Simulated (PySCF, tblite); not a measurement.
Compound: C2H8Cl2PSi2 (doublet state).
Numbering: `[SiH2:1][PH:2][Si@@H:3]([Cl:4])[CH2:5][CH2:6][Cl:7]` (hydrogens: H8, H9 on Si1; H10 on P2; H11 on Si3; H12, H13 on C5; H14, H15 on C6)

Jobs on this species (15 atoms, 97 electrons) with PySCF (density fitting) and tblite. Hardware of each: one thread of an AMD EPYC 7B13 (shared host). The host was shared with other jobs, so the times are rough.

```
                                                            level and settings                                                               work  basis functions  SCF cycles  wall time
UKS B3LYP, pcH-1 on C Cl H P Si, non-relativistic, mean-field spin-orbit, GIAO  unrestricted SCF, g, hyperfine, density and orbital grids written              305           ?          ?
                                                                      GFN2-xTB                                      Hessian by finite differences                –           –      1.1 s
                                                                      GFN2-xTB                                                  L-BFGS relaxation                –           –      1.6 s
```

Question: Fill in the missing figures.

Answer: 
- UKS B3LYP, pcH-1 on C Cl H P Si, non-relativistic, mean-field spin-orbit, GIAO; unrestricted SCF, g, hyperfine, density and orbital grids written: 1.8 min, 11 SCF cycles

Question: What do all jobs in the table cost together?

Answer: About 1.8 min; the longest takes about 98 % of that, and about 98 times as long as the shortest.
